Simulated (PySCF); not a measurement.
Can point charges reproduce the dipole moment of `CO[Si@H]1N[Si@H](CCC)N1`?

Coordinates (GFN2-xTB, Å) and charges (e) from the PBE0/pcSseg-1 density (PySCF):

```
atom       x       y       z  Mulliken      IAO  Hirshfeld  ESP-fitted
  C1  -4.149  -0.005  -0.546   -0.2528  -0.4139    -0.1166     -0.4401
  C2  -2.827  -0.381   0.113   -0.3163  -0.2399    -0.0648     +0.3973
  C3  -1.759   0.687  -0.088   -0.5445  -0.5699    -0.1643     -0.4648
 Si4  -0.136   0.224   0.759   +1.0319  +1.1582    +0.4211     +0.8948
  N5   0.724  -1.074  -0.002   -0.7901  -0.9728    -0.3469     -1.0809
 Si6   2.090  -0.125  -0.477   +1.0406  +1.3133    +0.4469     +1.1145
  O7   3.434  -0.718   0.187   -0.6110  -0.6331    -0.2235     -0.4075
  C8   4.742  -0.307  -0.058   -0.0094  -0.1962    -0.0324     -0.1425
  N9   1.267   1.170   0.328   -0.7979  -0.9761    -0.3530     -0.9880
 H10  -4.012   0.140  -1.616   +0.1072  +0.1361    +0.0386     +0.1042
 H11  -4.892  -0.786  -0.398   +0.1124  +0.1388    +0.0393     +0.0883
 H12  -4.535   0.921  -0.124   +0.1058  +0.1352    +0.0379     +0.1042
 H13  -2.986  -0.533   1.183   +0.1244  +0.1271    +0.0345     -0.0708
 H14  -2.470  -1.325  -0.302   +0.1186  +0.1289    +0.0353     -0.0405
 H15  -1.600   0.835  -1.157   +0.1376  +0.1454    +0.0397     +0.1053
 H16  -2.127   1.633   0.310   +0.1276  +0.1383    +0.0350     +0.0946
 H17  -0.269   0.116   2.215   -0.1062  -0.1676    -0.0906     -0.1610
 H18   0.592  -2.066   0.013   +0.1806  +0.2648    +0.1131     +0.4182
 H19   2.241   0.065  -1.918   -0.1475  -0.1866    -0.0894     -0.1928
 H20   4.946   0.642   0.443   +0.1015  +0.1327    +0.0427     +0.1019
 H21   5.418  -1.070   0.330   +0.1186  +0.1533    +0.0495     +0.1143
 H22   4.918  -0.179  -1.129   +0.0920  +0.1244    +0.0389     +0.0710
 H23   1.387   2.164   0.280   +0.1770  +0.2595    +0.1092     +0.3804
```

Question: Form Σ q r in debye for every column and set it beside the full dipole.

Answer: The full density gives (0.45, 0.79, -0.79) D, 1.21 D in size; dipole vectors point from the negative to the positive end.

| scheme | μx | μy | μz | size (D) | share of the full size (%) | angle to the full dipole (°) |
| --- | --- | --- | --- | --- | --- | --- |
| Mulliken | 1.16 | 1.15 | -0.46 | 1.70 | 141 | 29 |
| IAO | 0.58 | 1.15 | -0.95 | 1.60 | 133 | 5 |
| Hirshfeld | 0.38 | 0.33 | -0.34 | 0.61 | 51 | 17 |
| ESP-fitted | 0.47 | 0.81 | -0.81 | 1.23 | 102 | 0 |

Question: Which set comes closest?

Answer: Length of the difference vector: ESP-fitted 0.03 D, IAO 0.42 D, Hirshfeld 0.65 D, Mulliken 0.86 D. Closest: ESP-fitted. 

Question: What is left for the Hirshfeld atoms' own dipoles?

Answer: The shares of the density sum to the whole, so what Σ q r misses lies in dipoles about the nuclei. The atomic dipoles sum to (0.45, 0.79, -0.79) − (0.38, 0.33, -0.34) = (0.07, 0.46, -0.45) D, 0.65 D in size.

Question: With the origin at the mean of the coordinates, (0.000, 0.001, -0.072) Å, which are the largest single terms, by size, of the Hirshfeld dipole along the direction of the full one?

Answer: Si6 +2.08, N9 -1.66, Si4 -0.91, H19 -0.90, H23 +0.89 D; all 23 atoms together +0.59 D. The single terms depend on the origin, their sum doesn't.

Question: Give the size of the full dipole in other units.

Answer: 1.21 D = 0.475 au = 0.252 e·Å = 4.03 × 10⁻³⁰ C·m.

Isolated species at its GFN2-xTB geometry (one conformer only).

Shape of the structure used: `[CH3:1][CH2:2][CH2:3][Si@H:4]1[NH:5][Si@H:6]([O:7][CH3:8])[NH:9]1`: C1–C2–C3–Si4 179°, C2–C3–Si4–N5 71°, N5–Si6–O7–C8 173°.
